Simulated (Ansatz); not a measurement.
Geometry optimisation, RKS B3LYP-D4/def2-SVP (Ansatz).

The input (input.yaml):

```yaml
crystal:
  periodic: [false, false, false]
  atoms:
    - { symbol: Ge, position_ang: [0.0, 0.0, 0.0] }
    - { symbol: Cl, position_ang: [0.0, 0.0, 2.57] }
    - { symbol: H, position_ang: [1.4616, 0.0, -0.5162] }
    - { symbol: H, position_ang: [-0.73, 1.2648, -0.5162] }
    - { symbol: H, position_ang: [-0.73, -1.2648, -0.5162] }
    - { symbol: O, position_ang: [-1.9644, 0.0, 0.6527] }
    - { symbol: Si, position_ang: [-3.2043, -0.9102, -0.023] }
    - { symbol: H, position_ang: [-2.7034, -2.2382, -0.3652] }
    - { symbol: H, position_ang: [-4.2964, -1.0354, 0.9379] }
    - { symbol: H, position_ang: [-3.6923, -0.249, -1.2298] }
    - { symbol: H, position_ang: [-1.4056, 0.0, 1.8227] }
basis:
  gaussian: { orbitals: def2-SVP }
hamiltonian:
  xc: b3lyp
  dispersion: d4
relax:
  f_tol: 0.15
  max_steps: 25
  restrain:
    - { distance: [0, 5], at: 1.77, k: 30.0 }
    - { distance: [10, 1], at: 1.37, k: 30.0 }
    - { distance: [0, 1], at: 3.42, k: 30.0 }
    - { distance: [10, 5], at: 2.21, k: 30.0 }
```

Command:

```bash
$ ansatz run input.yaml --threads 4 --pin off --max-ram 5120MiB --backend cpu --events-out ev --progress --plain --runs-dir out
```

Q: Where does it end, and by what steps?

A: The run converged. The restraints hold the end off the free minimum; the threshold counts their pulls, which the force column leaves out. Restrained pairs: Ge1–O6 (2.07 → 1.79 Å), Cl2–H11 (1.59 → 1.33 Å), Ge1–Cl2 (2.57 → 3.43 Å), O6–H11 (1.30 → 2.20 Å). After 15 steps the energy has fallen by 2.215 eV (the restraints' own energy left out); H5 moved furthest, 1.53 Å.

```tsv
step	energy less start (eV)	largest force component (eV/Å)	accepted
0	0.0000	3.601	yes
1	0.5385	3.175	yes
2	0.6919	2.988	yes
3	0.1596	2.737	yes
4	-0.6635	2.061	yes
5	-1.2718	1.427	yes
6	-1.6953	1.053	yes
7	-1.9282	1.048	yes
8	-2.0343	1.009	yes
9	-2.0830	1.170	yes
10	-2.1065	1.514	yes
11	-2.1713	1.117	yes
12	-2.2054	0.953	yes
13	-2.1944	1.117	no
14	-2.2036	1.008	yes
15	-2.2154	0.863	yes
```

```xyz
11
Properties=species:S:1:pos:R:3
Ge -0.258 -0.097 -0.433
Cl -0.055 0.895 2.840
H 0.883 -0.818 0.294
H -0.101 1.431 -0.436
H -0.419 -0.633 -1.876
O -1.772 -0.492 0.427
Si -3.258 -1.105 -0.010
H -3.138 -2.526 -0.452
H -4.143 -1.034 1.185
H -3.861 -0.313 -1.123
H -1.142 0.259 2.400
```

Time of the run: 33 s on 4 threads of Arm Neoverse V2, on a shared host, peak memory 0.3 GiB.
